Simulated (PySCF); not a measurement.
LDA on P (phosphorus, neutral)

Configuration: [Ne] 3s1 3p4, high-spin 4P determinant (an excited configuration). All numbers are calculated (PySCF 2.14, the non-relativistic Hamiltonian (point nucleus), in def2-TZVPPD (6s5p4d1f, 48 functions)).

```
Total energy                                                  : -339.6953 hartree
One-electron energy                                           : -470.5052 hartree
Hartree (Coulomb) energy                                      : 152.6739 hartree
Exchange-correlation energy                                   : -21.8640 hartree
Kinetic energy                                                : 339.96038 hartree
⟨S²⟩                                                          : 3.7555
⟨L²⟩                                                          : 2.013
Sum of ⟨r⟩                                                    : 15.22 bohr
Sum of ⟨r²⟩                                                   : 31.67 bohr²
Traceless quadrupole moment −½Σ⟨3z² − r²⟩ along its main axis : -2.67 e·bohr²
Density at the nucleus (Gaussians lack the cusp)              : 2100 bohr⁻³
Spin density at the nucleus                                   : 6.47 bohr⁻³
Langevin diamagnetic susceptibility                           : -25.1 ×10⁻⁶ cm³/mol
```

```tsv
shell	electrons	mean orbital energy (eV)	spread (eV)	rms radius, mean of both spins (bohr)
1s α	1	-2070.6	0	0.121
1s β	1	-2070.1	0	0.121
2s α	1	-173.40	0	0.571
2s β	1	-172.86	0	0.571
2p α	3	-125.74	0.412	0.545
2p β	3	-125.12	0.198	0.545
3s α	1	-15.574	0	2.01
3p α	3	-6.940	0.943	2.51
3p β	1	-4.671	0	2.51
```
